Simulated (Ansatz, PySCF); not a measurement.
C2H7NOSi2, SMILES C1(C)=N[SiH2]O[SiH2]1. Atoms are numbered in the order given.

```xyz
13

C      2.5484    -0.1115     0.4303
C      1.0683     0.0457     0.2279
N      0.4316     1.0805     0.6428
Si    -1.3066     1.0597     0.2994
O     -1.4942    -0.4147    -0.5011
Si    -0.0541    -1.2600    -0.6641
H      2.7595    -1.0269     1.0102
H      3.0572    -0.2314    -0.5420
H      2.9615     0.7610     0.9571
H     -2.0923     1.0903     1.5587
H     -1.6843     2.1976    -0.5762
H     -0.1034    -2.5759     0.0319
H      0.3036    -1.4721    -2.0944
```

The structure is a stationary point at B3LYP-D3(BJ)/def2-SVP. The structure was generated by enumeration, and PubChem lists no compound with its InChIKey, so it may never have been made.

Two levels are set side by side: PBE-D3(BJ)/def2-SVP (Ansatz, a first-principles code) and B3LYP-D3(BJ)/def2-SVP (Ansatz). Each level has its own optimised geometry; the coordinates shown are those of the second. Frequencies come from the Hessian of PySCF at each geometry. Differences are taken from unrounded values.

| quantity | B3LYP-D3(BJ) |
|---|---|
| mean bond length (Å) | 1.471 |
| bond C1–C2 (Å) | 1.502 |
| bond C2–N3 (Å) | 1.284 |
| bond C2–Si6 (Å) | 1.939 |
| bond N3–Si4 (Å) | 1.772 |
| bond Si4–O5 (Å) | 1.688 |
| bond O5–Si6 (Å) | 1.678 |
| bond C1–H7 (Å) | 1.104 |
| bond C1–H8 (Å) | 1.104 |
| bond C1–H9 (Å) | 1.100 |
| bond Si4–H10 (Å) | 1.485 |
| bond Si4–H11 (Å) | 1.485 |
| bond Si6–H12 (Å) | 1.489 |
| bond Si6–H13 (Å) | 1.489 |
| highest harmonic wavenumber (cm⁻¹) | 3136 |
| mean harmonic wavenumber (cm⁻¹) | 1171 |
| zero-point energy (kcal/mol) | 55.26 |

**Question.** What does PBE-D3(BJ) give, and how far is it from B3LYP-D3(BJ)? (The exact figures need the calculation; the answer reports its results.)

**Answer.** 
| quantity | PBE-D3(BJ) | PBE-D3(BJ) minus B3LYP-D3(BJ) |
|---|---|---|
| mean bond length (Å) | 1.481 | 0.010 |
| bond C1–C2 (Å) | 1.502 | 0.000 |
| bond C2–N3 (Å) | 1.293 | 0.010 |
| bond C2–Si6 (Å) | 1.947 | 0.008 |
| bond N3–Si4 (Å) | 1.782 | 0.010 |
| bond Si4–O5 (Å) | 1.701 | 0.013 |
| bond O5–Si6 (Å) | 1.692 | 0.014 |
| bond C1–H7 (Å) | 1.111 | 0.007 |
| bond C1–H8 (Å) | 1.111 | 0.007 |
| bond C1–H9 (Å) | 1.107 | 0.008 |
| bond Si4–H10 (Å) | 1.499 | 0.014 |
| bond Si4–H11 (Å) | 1.499 | 0.014 |
| bond Si6–H12 (Å) | 1.504 | 0.015 |
| bond Si6–H13 (Å) | 1.504 | 0.015 |
| highest harmonic wavenumber (cm⁻¹) | 3081 | -55 |
| mean harmonic wavenumber (cm⁻¹) | 1134 | -38 |
| zero-point energy (kcal/mol) | 53.47 | -1.78 |

Exact exchange shortens and stiffens bonds; PBE has none. Differences between two approximate levels are no errors against the true value.
